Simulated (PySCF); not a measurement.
Ligands exchanged one at a time, Al OH-H. Gas-phase values, no solvent. One relaxed conformer stands for each flexible species; it need not be the lowest. Strings in code marks are SMILES.

The four lowest singlet excitations (Tamm–Dancoff). Calculation: PBE-D3(BJ)/def2-TZVP // CAM-B3LYP-D3(BJ)/def2-TZVP run with PySCF. Excitations are Tamm–Dancoff values on a coarser integration grid. The basis has no diffuse functions, so Rydberg states are missing or too high.

| state | energy (eV) | wavelength (nm) | oscillator strength |
|---|---|---|---|
| S1 | 6.09 | 203 | 0.000 |
| S2 | 6.09 | 203 | 0.000 |
| S3 | 6.79 | 183 | 0.000 |
| S4 | 6.88 | 180 | 0.059 |

**Question.** Say which member gives these states.
A. `[OH][AlH2]`
B. `[OH][AlH][OH]` (H–O–Al–O torsion 0°, O–Al–O–H torsion 0°)
C. `[OH][Al]([OH])[OH]`

**Answer.** C, `[OH][Al]([OH])[OH]`
